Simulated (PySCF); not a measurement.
# Electric field gradients and quadrupole coupling constants

Compound: C₆H₈FN.
Z-matrix (Å and degrees, GFN2-xTB geometry), rows numbered from 1:
```
C 
N   1  1.2672
C   2  1.3486  1  123.31
F   3  1.3755  2  118.17  1    -0.14
C   3  1.3460  2  124.09  1   179.93
C   5  1.4319  3  123.19  2     0.02
C   6  1.3365  5  123.27  3   179.91
C   7  1.4864  6  124.43  5  -179.91
H   1  1.0902  2  124.72  3    -0.11
H   1  1.0790  2  117.53  3   179.96
H   5  1.0804  3  118.20  2   179.96
H   6  1.0804  5  116.01  3    -0.05
H   7  1.0828  6  119.75  5     0.09
H   8  1.0903  7  110.18  6   120.98
H   8  1.0867  7  111.12  6     0.02
H   8  1.0902  7  110.18  6  -120.90
```

Field gradients from the B3LYP/pcJ-1 density (PySCF, non-relativistic), principal values in atomic units, ordered |Vxx| ≤ |Vyy| ≤ |Vzz|:

```
atom     Vxx     Vyy      Vzz
  N2  0.3693  0.7604  -1.1297
```

Q: Find the asymmetry η = (Vxx − Vyy)/Vzz and the couplings χ = eQV/h (234.96 MHz × Q in barn × V in au), with Q(14N) = 0.02044 b.

A: 
```json
{"atom": "N2", "environment": "imine nitrogen", "nucleus": "14N", "η": "0.35", "χzz (MHz)": "-5.43", "χxx (MHz)": "1.77", "χyy (MHz)": "3.65"}
```

Q: What is Vzz at N2 in SI units (1 au = 9.71736 × 10²¹ V/m²)?

A: -1.1297 au = -10.978 × 10²¹ V/m².

Q: What couplings would deuterons (Q(2H) = 0.00286 b) have in place of the hydrogens, at this geometry?

A: 
| atom | bonded to | bond length (Å) | Vzz (au) | η | χzz (kHz) |
| --- | --- | --- | --- | --- | --- |
| H9 | C1 | 1.090 | 0.2912 | 0.05 | 196 |
| H10 | C1 | 1.079 | 0.3151 | 0.04 | 212 |
| H11 | C5 | 1.080 | 0.3138 | 0.08 | 211 |
| H12 | C6 | 1.080 | 0.3096 | 0.07 | 208 |
| H13 | C7 | 1.083 | 0.3117 | 0.08 | 209 |
| H14 | C8 | 1.090 | 0.2999 | 0.03 | 202 |
| H15 | C8 | 1.087 | 0.3038 | 0.04 | 204 |
| H16 | C8 | 1.090 | 0.3000 | 0.03 | 202 |

Isolated species at its GFN2-xTB geometry (one conformer only). GFN2-xTB bond lengths can be off by several hundredths of an ångström, more for odd bonds, and the gradients follow them. With so small a basis the couplings can be 20 % off.

The run behind these numbers computed spin–spin couplings as well. Time: 3.7 min wall, 2.8 min CPU; peak memory 1.2 GiB. Hardware: AMD EPYC, one thread, shared host with 64 logical CPUs at a one-minute load of 62.
